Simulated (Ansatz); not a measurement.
Geometry optimisation, RKS PBE0/def2-SVP in Ansatz.

input.yaml

```yaml
crystal:
  periodic: [false, false, false]
  atoms:
    - { symbol: B, position_ang: [-0.049422, 0.25973, 0.123248] }
    - { symbol: Cl, position_ang: [-0.018126, 0.663639, 1.892133] }
    - { symbol: F, position_ang: [1.081176, 0.003121, -0.479648] }
    - { symbol: Cl, position_ang: [-1.538365, 0.334434, -0.773593] }
    - { symbol: H, position_ang: [-0.164991, -2.100725, 0.519351] }
    - { symbol: H, position_ang: [-0.138672, -1.809, 1.174809] }
basis:
  gaussian: { orbitals: def2-SVP }
hamiltonian:
  xc: pbe0
relax:
  f_tol: 0.03
  max_steps: 50
```

Run as:

```bash
$ ansatz run input.yaml --threads 1 --pin off --max-ram 2048MiB --backend cpu --events-out ev --progress --plain --runs-dir out
```

Question: Where does it end, and by what steps?

Answer: The run converged. The force dipped under the threshold on the way, but the program's further checks kept it going. After 9 steps the energy has fallen by 0.193 eV; H6 moved furthest, 0.55 Å.

```
step  energy less start (eV)  largest force component (eV/Å)  accepted
   0                  0.0000                           1.579       yes
   1                 -0.1260                           0.912       yes
   2                 -0.0175                           1.525        no
   3                 -0.1216                           0.841        no
   4                 -0.1509                           0.753       yes
   5                 -0.1676                           0.715       yes
   6                 -0.1870                           0.188       yes
   7                 -0.1913                           0.052       yes
   8                 -0.1926                           0.020       yes
   9                 -0.1931                           0.018       yes
```

```xyz
6
Properties=species:S:1:pos:R:3
B -0.036 0.540 0.109
Cl -0.009 0.996 1.791
F 1.088 0.225 -0.487
Cl -1.522 0.505 -0.803
H -0.251 -2.570 0.568
H -0.099 -2.345 1.279
```

Whether the end is a true minimum wasn't checked by a vibrational analysis.

Time of the run: 28 s on 1 thread of Arm Neoverse V2, with other jobs on the host, peak memory 0.14 GiB.
